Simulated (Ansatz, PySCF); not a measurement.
C2H7NSi, SMILES C1NC[SiH2]1.

Geometry: PBE-D3(BJ)/def2-SVP.

Vertical ionisation energy (IE) and electron affinity (EA) in eV. Rows of orbital energies are one-electron estimates. Where ΔSCF, EOM or ADC give a negative EA the extra electron is unbound and the value depends on the basis.

```
level                                                                   IE     EA
--------------------------------------------------------------------  ----  -----
−ε(HOMO), −ε(LUMO), B3LYP/def2-TZVP (PySCF)                           6.29   0.05
−ε(HOMO), −ε(LUMO), PBE/def2-TZVP (PySCF)                                ?      ?
ΔSCF, PBE0/def2-TZVPD (Ansatz), final states of multiplicity 2 and 2  8.67  -1.19
ΔSCF, PBE/def2-TZVPD (Ansatz), final states of multiplicity 2 and 2   8.60  -1.04
```

Q: What belongs in the gaps? (Estimate from the structure and the level; the computed values follow.)

A: 
- −ε(HOMO), −ε(LUMO), PBE/def2-TZVP (PySCF), IE: 5.12
- −ε(HOMO), −ε(LUMO), PBE/def2-TZVP (PySCF), EA: 0.64

Q: What vertical singlet–triplet gap does ΔSCF give with PBE0/def2-TZVPD (Ansatz, a first-principles code) and with PBE/def2-TZVPD (Ansatz)? (Estimate from the structure and the level; the computed values follow.)

A: 5.27 and 5.04 eV (triplet above singlet where positive).
